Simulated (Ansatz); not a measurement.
AlMe2(acac) (C7H13AlO2). Charge 0, multiplicity 3. Geometry PBE-D4/def2-SVP, that of the neutral singlet; atoms count from 1.

Cartesian coordinates in Å:
```
Al -0.645 0.734 -1.137
C -1.756 -0.300 -2.387
H -1.759 -1.386 -2.154
H -1.407 -0.192 -3.437
H -2.814 0.040 -2.371
C -0.344 2.670 -1.310
H 0.251 3.085 -0.469
H -1.300 3.236 -1.345
H 0.202 2.915 -2.247
O 1.019 -0.127 -0.934
C 1.466 -0.735 0.110
C 2.838 -1.337 -0.027
C 0.751 -0.849 1.323
C -0.537 -0.305 1.524
C -1.239 -0.470 2.845
O -1.190 0.347 0.625
H 3.178 -1.849 0.891
H 2.837 -2.056 -0.873
H 3.561 -0.540 -0.296
H 1.222 -1.388 2.155
H -0.629 -1.008 3.592
H -2.192 -1.015 2.685
H -1.513 0.530 3.239
```

At PBE0-D4/def2-TZVP a singlet of charge 0 lies 2.96 eV below the triplet at the same geometry.

Estimate the Mulliken populations from the PBE0/def2-TZVP orbitals of Ansatz.


| atom | charge (e) | spin (α − β) |
| --- | --- | --- |
| Al1 | 0.55 | -0.01 |
| C2 | -0.60 | 0.05 |
| H3 | 0.13 | 0.00 |
| H4 | 0.14 | 0.00 |
| H5 | 0.14 | 0.00 |
| C6 | -0.60 | 0.04 |
| H7 | 0.13 | 0.00 |
| H8 | 0.14 | 0.00 |
| H9 | 0.13 | 0.00 |
| O10 | -0.31 | 0.28 |
| C11 | 0.23 | 0.40 |
| C12 | -0.38 | -0.05 |
| C13 | -0.15 | 0.57 |
| C14 | 0.23 | 0.40 |
| C15 | -0.38 | -0.05 |
| O16 | -0.31 | 0.28 |
| H17 | 0.12 | 0.00 |
| H18 | 0.13 | 0.03 |
| H19 | 0.13 | 0.03 |
| H20 | 0.16 | -0.02 |
| H21 | 0.12 | 0.00 |
| H22 | 0.13 | 0.03 |
| H23 | 0.13 | 0.03 |
Mulliken values depend strongly on the basis.

Where does the spin sit?

Summed by element: Al -0.01, C 1.36, H 0.09, O 0.56, of 2 unpaired in all. Largest on single atoms: C13 0.57, C14 0.40, C11 0.40.

And the Mayer bond orders between heavy atoms (over 0.3)?

Al1–C2 0.95 (1.97 Å); Al1–C6 0.96 (1.97 Å); Al1–O10 0.70 (1.88 Å); Al1–O16 0.70 (1.88 Å); O10–C11 1.35 (1.29 Å); C11–C12 1.00 (1.51 Å); C11–C13 1.24 (1.41 Å); C13–C14 1.24 (1.41 Å); C14–C15 1.00 (1.51 Å); C14–O16 1.35 (1.29 Å).
